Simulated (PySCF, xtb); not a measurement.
CNO, SMILES O=C=[N] (connectivity only; charge and spin as stated), charge -1, multiplicity 1.

Harmonic wavenumbers (cm⁻¹) from xtb with GFN2-xTB at its own minimum, in rising order: 538, 538, 1318, 2464.

**Question.** What does B3LYP-D3(BJ)/def2-TZVPD (PySCF) give at its own minimum? (The exact figures need the calculation; the answer reports its results.)

**Answer.** 637, 637, 1250, 2201. Paired by order, the mean absolute difference is 132 cm⁻¹ and the zero-point energies are 6.9 and 6.8 kcal/mol.
